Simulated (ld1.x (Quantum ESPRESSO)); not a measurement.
## Configuration tests for lead (TM semilocal)

- Element: lead
- Generator: ld1.x (Quantum ESPRESSO) 7.5
- Type: norm-conserving Troullier–Martins (semilocal form)
- Functional: Wu–Cohen
- Relativity: scalar-relativistic
- Frozen core: [Xe] 4f14 5d10
- Valence charge: 4
- Reference configuration: 6s1.75 6p2.25
- Partial waves: 6p (bound): rc 1.85 bohr; 6d channel at 0.35 Ry: rc 2.10 bohr; 6s (bound): rc 2.05 bohr
- Local potential: the s channel
- Core correction: none

Energies are relative to the spin-unpolarised reference configuration 6s1.75 6p2.25; without spin polarisation the order of configurations can differ from experiment.

Q: Give the all-electron excitation energy and the error of the potential for: 6s2 6p2; 6s2 6p1; 6s2 6p0; 6s2 6p2.3; 6s1 6p3; 6s0 6p4; 6s2 6p1.5.

A:

```tsv
valence configuration	charge	ΔE all-electron (eV)	error AE − PS (meV)
6s2 6p2	0	-2.160	+2.6
6s2 6p1	+1	4.432	-1.3
6s2 6p0	+2	17.880	+16
6s2 6p2.3	-0.3	-2.959	+2.2
6s1 6p3	0	6.619	+22
6s0 6p4	0	15.756	+177
6s2 6p1.5	+0.5	0.339	+1.9
```

Levels in the configuration 6s2 6p2:

```tsv
level	all-electron (eV)	pseudo (eV)
6s	-12.097	-12.112
6p	-3.505	-3.503
```
